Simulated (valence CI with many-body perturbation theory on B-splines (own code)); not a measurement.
**W LX: electric-dipole lines**

Calculated by relativistic CI+MBPT: five valence electrons over a frozen Dirac-Fock core [Ne], radial functions for each j: 11 s, 11 p, 10 d, 8 f, 5 g, 2 h, with the one-electron correlation potential Σ1, the two-electron term Σ2, the three-electron term Σ3, Breit, model QED; selected CI, second order for the rest, scaled by the run's own slope (own B-spline code, finite nucleus).

The last digits are not significant, and no measured levels were compared; by estimate large intervals hold to a few tenths of a per cent, small ones and those within an open d or f shell to about a per cent. Among the levels kept, up to 3200 cm⁻¹ of a level comes from second order outside the variational space, and about a tenth of that is noise between levels of different J, which matters for small intervals.

Lines 51 to 100 of 549 in falling wavelength, among levels below 1356.2 eV, chosen from the strongest by gf and those to the six lowest levels. Wavelengths and rates use the calculated energies. Electric multipoles are in the length gauge, E1 and E2 with the static RPA response of the core. Weak lines are less certain than strong ones. Lines between different terms over intervals too small for the method are left out, as are lines whose strength nearly cancels. The highest levels of a list are the least certain.

Levels are named by their leading jj configuration (3d3/2^4 stands for four electrons in 3d with j = 3/2), which in mixed levels can hold well under half, so a name can repeat and another be missing. Letters in brackets count levels of one name in rising energy.

```tsv
λ vac (Å)	Upper	Lower	A (s⁻¹)	S (a.u.)
65.28	(3s 3p1/2^2 3d5/2^2) J=7/2	(3s^2 3p1/2 3d5/2^2) J=7/2	1.54e+10	1.69e-02
65.06	(3s 3p1/2 3p3/2^2 3d5/2) J=5/2 [f]	(3s^2 3p3/2^2 3d5/2) J=5/2 [b]	2.10e+10	1.72e-02
65.01	(3s 3p1/2 3p3/2^2 3d5/2) J=7/2 [b]	(3s^2 3p3/2^2 3d5/2) J=7/2	1.35e+10	1.47e-02
64.91	(3s 3p1/2^2 3p3/2 3d5/2) J=5/2 [b]	(3s^2 3p1/2 3p3/2 3d5/2) J=7/2 [b]	3.75e+10	3.03e-02
64.58	(3s 3p1/2 3p3/2^2 3d5/2) J=3/2 [e]	(3s^2 3p3/2^2 3d5/2) J=5/2 [b]	2.77e+10	1.47e-02
64.49	(3s 3p1/2^2 3p3/2 3d5/2) J=5/2 [b]	(3s^2 3p1/2 3p3/2 3d5/2) J=5/2 [b]	1.57e+10	1.25e-02
64.45	(3s 3p1/2^2 3p3/2^2) J=3/2	(3s^2 3p1/2 3p3/2^2) J=5/2	3.47e+10	1.83e-02
63.75	(3p1/2^2 3p3/2^2 3d3/2) J=3/2	(3s 3p1/2 3p3/2^2 3d3/2) J=5/2 [c]	2.82e+10	1.44e-02
63.50	(3s 3p1/2^2 3d3/2 3d5/2) J=5/2 [b]	(3s^2 3p1/2 3d3/2 3d5/2) J=7/2 [a]	1.88e+10	1.43e-02
62.92	(3s 3p1/2 3p3/2^3) J=3/2 [b]	(3s^2 3p3/2^3) J=3/2	2.39e+10	1.18e-02
62.76	(3s 3p1/2^2 3d3/2^2) J=3/2	(3s 3p1/2^2 3p3/2 3d3/2) J=5/2 [b]	3.03e+10	1.48e-02
62.66	(3s 3p1/2^2 3d3/2 3d5/2) J=3/2 [b]	(3s^2 3p1/2 3d3/2 3d5/2) J=5/2 [a]	2.09e+10	1.02e-02
62.42	(3s 3p1/2 3p3/2 3d3/2^2) J=5/2 [b]	(3s 3p1/2 3p3/2^2 3d3/2) J=7/2 [b]	1.92e+10	1.38e-02
61.85	(3s 3p1/2^2 3p3/2 3d3/2) J=5/2 [b]	(3s^2 3p1/2 3p3/2 3d3/2) J=7/2	4.83e+10	3.38e-02
61.75	(3s 3p1/2 3p3/2^2 3d5/2) J=7/2 [c]	(3s^2 3p3/2^2 3d5/2) J=9/2	3.18e+10	2.96e-02
61.49	(3s 3p1/2^2 3p3/2 3d5/2) J=7/2 [b]	(3s^2 3p1/2 3p3/2 3d5/2) J=9/2	3.94e+10	3.62e-02
61.48	(3s 3p1/2^2 3p3/2 3d3/2) J=3/2 [b]	(3s^2 3p1/2 3p3/2 3d3/2) J=5/2 [a]	2.56e+10	1.17e-02
61.14	(3s 3p1/2 3p3/2^2 3d5/2) J=9/2 [c]	(3s^2 3p3/2^2 3d5/2) J=9/2	2.85e+10	3.21e-02
61.01	(3s^2 3p1/2 3p3/2 3d3/2) J=1/2 [a]	(3s^2 3p1/2 3p3/2^2) J=1/2	3.20e+09	7.18e-04
60.94	(3s^2 3p1/2 3p3/2 3d3/2) J=3/2 [a]	(3s^2 3p1/2 3p3/2^2) J=1/2	2.44e+09	1.09e-03
60.73	(3s 3p1/2^2 3p3/2^2) J=3/2	(3s^2 3p1/2 3p3/2^2) J=3/2	1.61e+10	7.10e-03
60.66	(3s 3p1/2 3p3/2^2 3d3/2) J=5/2 [e]	(3s^2 3p3/2^2 3d3/2) J=7/2	3.64e+10	2.41e-02
60.64	(3p1/2^2 3p3/2^3) J=3/2	(3s 3p1/2 3p3/2^3) J=5/2	6.52e+10	2.87e-02
60.16	(3s 3p1/2^2 3p3/2^2) J=1/2	(3s^2 3p1/2 3p3/2^2) J=3/2	3.12e+08	6.71e-05
59.97	(3s 3p1/2 3p3/2^2 3d5/2) J=5/2 [c]	(3s^2 3p3/2^2 3d5/2) J=7/2	1.77e+10	1.13e-02
59.85	(3p1/2^2 3p3/2^2 3d3/2) J=7/2	(3s 3p1/2 3p3/2^2 3d3/2) J=9/2	5.94e+10	5.03e-02
59.52	(3s 3p1/2 3p3/2 3d3/2^2) J=3/2 [a]	(3s 3p1/2 3p3/2^2 3d3/2) J=5/2 [a]	2.75e+10	1.14e-02
58.80	(3s 3p1/2 3p3/2 3d3/2^2) J=5/2 [a]	(3s 3p1/2 3p3/2^2 3d3/2) J=7/2 [a]	4.51e+10	2.72e-02
58.02	(3s 3p1/2^2 3p3/2 3d3/2) J=1/2 [b]	(3s^2 3p1/2 3p3/2 3d3/2) J=3/2 [a]	5.01e+10	9.67e-03
57.86	(3s 3p1/2 3p3/2 3d3/2^2) J=7/2	(3s 3p1/2 3p3/2^2 3d3/2) J=9/2	2.46e+10	1.88e-02
57.78	(3s 3p1/2^2 3p3/2 3d5/2) J=7/2 [b]	(3s^2 3p1/2 3p3/2 3d5/2) J=7/2 [a]	1.89e+10	1.44e-02
57.59	(3s^2 3p1/2 3p3/2 3d3/2) J=5/2 [a]	(3s^2 3p1/2 3p3/2^2) J=5/2	6.45e+09	3.65e-03
56.66	(3s^2 3p1/2 3p3/2 3d3/2) J=3/2 [a]	(3s^2 3p1/2 3p3/2^2) J=5/2	1.74e+10	6.27e-03
56.63	(3s 3p1/2^2 3d3/2^2) J=5/2	(3s 3p1/2^2 3p3/2 3d3/2) J=3/2 [b]	1.77e+10	9.53e-03
55.35	(3p1/2^2 3p3/2^2 3d3/2) J=1/2	(3p1/2^2 3p3/2^3) J=3/2	6.95e+10	1.16e-02
54.48	(3s^2 3p1/2 3p3/2 3d3/2) J=7/2	(3s^2 3p1/2 3p3/2^2) J=5/2	1.21e+09	7.70e-04
53.99	(3s^2 3p1/2^2 3d3/2) J=3/2	(3s^2 3p1/2^2 3p3/2) J=3/2	1.25e+10	3.88e-03
53.82	(3s^2 3p1/2 3p3/2 3d3/2) J=1/2 [a]	(3s^2 3p1/2 3p3/2^2) J=3/2	4.94e+09	7.60e-04
53.76	(3s^2 3p1/2 3p3/2 3d3/2) J=3/2 [a]	(3s^2 3p1/2 3p3/2^2) J=3/2	9.01e+08	2.77e-04
53.17	(3s 3p1/2^2 3d3/2 3d5/2) J=7/2 [b]	(3s 3p1/2^2 3p3/2 3d5/2) J=7/2 [b]	1.45e+10	8.60e-03
50.20	(3s^2 3p1/2 3d3/2 3d5/2) J=9/2	(3s^2 3p1/2 3p3/2 3d5/2) J=9/2	1.76e+10	1.10e-02
49.54	(3s 3p1/2^2 3d3/2 3d5/2) J=7/2 [b]	(3s 3p1/2^2 3p3/2 3d5/2) J=7/2 [a]	1.68e+10	8.06e-03
49.17	(3s^2 3p1/2 3p3/2 3d3/2) J=1/2 [b]	(3s^2 3p1/2 3p3/2^2) J=1/2	5.89e+08	6.92e-05
49.04	(3s^2 3p1/2 3p3/2 3d3/2) J=3/2 [b]	(3s^2 3p1/2 3p3/2^2) J=1/2	1.09e+09	2.53e-04
48.19	(3s^2 3p1/2 3p3/2 3d3/2) J=5/2 [b]	(3s^2 3p1/2 3p3/2^2) J=5/2	3.06e+09	1.01e-03
46.56	(3s 3p1/2^2 3d3/2 3d5/2) J=9/2	(3s 3p1/2^2 3p3/2 3d5/2) J=9/2	2.62e+10	1.31e-02
46.23	(3s^2 3p1/2 3p3/2 3d3/2) J=3/2 [b]	(3s^2 3p1/2 3p3/2^2) J=5/2	1.48e+09	2.89e-04
44.39	(3s^2 3p1/2 3p3/2 3d3/2) J=1/2 [b]	(3s^2 3p1/2 3p3/2^2) J=3/2	8.59e+09	7.42e-04
44.28	(3s^2 3p3/2 3d5/2^2) J=5/2	(3s^2 3p3/2^2 3d5/2) J=5/2 [b]	2.78e+10	7.15e-03
43.43	(3s^2 3p3/2 3d5/2^2) J=5/2	(3s^2 3p3/2^2 3d5/2) J=3/2	8.27e+10	2.01e-02
```
